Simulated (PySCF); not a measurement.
CH3CdIO, SMILES C[O][Cd][I]. Heavy atoms are numbered as in [Cd:1]([I:2])[O:3][CH3:4]. Hydrogens are named by the atom that carries them.

Coordinates come from a r2SCAN-D4/def2-SVP optimisation. The structure was generated by enumeration; whether it is a known compound was not checked. The def2 effective core potentials stand for the cores of Cd, I; spin–orbit coupling is left out. The values are those of a single conformer.

Method: PySCF with PBE/def2-TZVP.

ESP charges are fitted to the potential on shells at 1.4 to 2.0 van der Waals radii. Atomic charges (e), one atom of each kind:

```
atom      Mulliken  ESP fit
--------  --------  -------
Cd1           0.65      ___
I2           -0.27      ___
O3           -0.52    -0.42
C4 (CH3)     -0.18      ___
H on C4       0.10     0.06
```

Q: Fill in the missing entries. (Estimate from the structure and the level; the computed values follow.)

A: 
- Cd1, ESP fit: 0.59
- I2, ESP fit: -0.27
- C4 (CH3), ESP fit: -0.10
